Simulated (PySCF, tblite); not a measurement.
Isomers of C6H4F3O (doublet state), one GFN2-xTB conformer each. Single-point energies are computed at B3LYP/pcH-1 (PySCF, gas phase, no added dispersion term), electronic only. GFN2-xTB treats the open shell by occupation alone, and not every SCF solution was tested for stability.

Question: Rank them by B3LYP/pcH-1 energy, lowest first (kJ/mol).
A. `[CH2:1]=[C:2][O:3]/[CH:4]=[CH:5]\[C:6]([F:7])=[C:8]([F:9])[F:10]` (doublet state) with C1–C2–O3–C4 -89°, C2–O3–C4–C5 -169°, C4–C5–C6–F7 1°
B. `[CH3:1]/[C:2]([O:3][C:4]([F:5])([F:6])[F:7])=[C:8]1[C:9]=[CH:10]\1` (doublet state) with C1–C2–O3–C4 -179°
C. `[CH2:1]=[C:2]=[C:3]=[CH:4][CH:5][O:6][C:7]([F:8])([F:9])[F:10]` (doublet state) with C3–C4–C5–O6 180°, C4–C5–O6–C7 0°
D. `[CH2:1][C:2]([O:3][C:4]([F:5])([F:6])[F:7])=[C:8]1[CH:9]=[CH:10]1` (doublet state) with H–C1–C2–O3 180° and 0°, C1–C2–O3–C4 180°
E. `[CH2:1][C:2]#[C:3][CH2:4][C:5](=[O:6])[C:7]([F:8])([F:9])[F:10]` (doublet state) with C3–C4–C5–O6 -99°
F. `[H]/[C:1]=[CH:2]\[O:3]/[CH:4]=[CH:5]\[C:6]([F:7])=[C:8]([F:9])[F:10]` (doublet state) with C1–C2–O3–C4 180°, C2–O3–C4–C5 180°, C4–C5–C6–F7 0°
G. `[O:1]=[C:2]([C@@H:3]1[C:4]2[CH2:5][C@@H:6]12)[C:7]([F:8])([F:9])[F:10]` (doublet state) with O1–C2–C3–C4 39°

Answer: C (0.0), E (16.4), D (126.3), G (166.2), A (188.8), F (197.2), B (200.7).

As drawn, the highest has a three-membered ring, which the lowest lacks. Neighbours under 21 kJ/mol apart (C=C=C=C[CH]OC(F)(F)F and [CH2]C#CCC(=O)C(F)(F)F; C=[C]O/C=C\C(F)=C(F)F and [H]/[C]=C\O/C=C\C(F)=C(F)F; [H]/[C]=C\O/C=C\C(F)=C(F)F and C/C(OC(F)(F)F)=C1[C]=C\1) can change places with a better method, another conformer or zero-point energy. GFN2-xTB itself gives, in the same order: 0.0, 64.1, 99.5, 199.8, 134.3, 185.9, 184.2. Both levels put the same isomer lowest; measured from each level's own lowest isomer, the values differ by up to 54.5 kJ/mol (C=[C]O/C=C\C(F)=C(F)F: 134.3 against 188.8).

Question: What happens when harmonic zero-point energies from GFN2-xTB frequencies are added?

Answer: 
| SMILES | ZPE (kJ/mol) | electronic (kJ/mol) | with ZPE (kJ/mol) |
| --- | --- | --- | --- |
| C=C=C=C[CH]OC(F)(F)F | 215.0 | 0.0 | 0.0 |
| [CH2]C#CCC(=O)C(F)(F)F | 214.7 | 16.4 | 16.0 |
| [CH2]C(OC(F)(F)F)=C1C=C1 | 213.0 | 126.3 | 124.3 |
| O=C([C@@H]1[C]2C[C@H]21)C(F)(F)F | 222.5 | 166.2 | 173.7 |
| C=[C]O/C=C\C(F)=C(F)F | 215.4 | 188.8 | 189.2 |
| [H]/[C]=C\O/C=C\C(F)=C(F)F | 215.1 | 197.2 | 197.3 |
| C/C(OC(F)(F)F)=C1[C]=C\1 | 215.2 | 200.7 | 200.9 |

The zero-point energies span 9.5 kJ/mol. The order is unchanged.
